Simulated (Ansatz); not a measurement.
Reaction (cleavage of the Si–Si bond): `CSS[SiH2][SiH3]` + `NC(O)O` → `NC(O)O[SiH3]` + `CSS[SiH3]`

Computed with Ansatz on PBE0-D4/def2-TZVP structures; ΔE is electronic, products minus reactants. CCSD(T)/CBS is the MP2 limit (def2-TZVPP, def2-QZVPP) plus CCSD(T) − MP2 in def2-TZVPP, frozen cores. Functionals use def2-TZVPP. B3LYP here is the variant with VWN-RPA as its local correlation; programs differ in this. One conformer a species, not always the lowest.

Q: Is it downhill or uphill in electronic energy at CCSD(T)/CBS, and by how much? (An estimate is asked.)

A: The calculation gave: Downhill: ΔE = -18.6 kcal/mol.

Q: What do these levels give: PBE0-D4, B3LYP-D4, B2PLYP, r2SCAN, HF/def2-TZVPP, MP2/def2-TZVPP, CCSD/def2-TZVPP, HF/def2-QZVPP, MP2/def2-QZVPP, SCS-MP2/def2-QZVPP, HF/CBS(def2), MP2/CBS(def2)? (Estimate.)

A: The calculation gave: PBE0-D4 -14.4, B3LYP-D4 -18.6, B2PLYP -20.1, r2SCAN -17.6, HF/def2-TZVPP -24.9, MP2/def2-TZVPP -20.5, CCSD/def2-TZVPP -19.7, HF/def2-QZVPP -25.3, MP2/def2-QZVPP -20.4, SCS-MP2/def2-QZVPP -21.6, HF/CBS(def2) -25.4, MP2/CBS(def2) -20.1 kcal/mol.

Largest T1 diagnostic among the species: 0.013.

In def2-TZVPP, CCSD(T) changes the Hartree–Fock value by +6.0 kcal/mol (the triples alone add +0.8 kcal/mol) and MP2 by +4.5 kcal/mol. The D4 term adds +0.8 kcal/mol with B3LYP and +0.5 kcal/mol with PBE0; it sums over pairs of atoms, weighted by their polarisabilities, and B3LYP, whose exchange is more repulsive, gets the larger term.
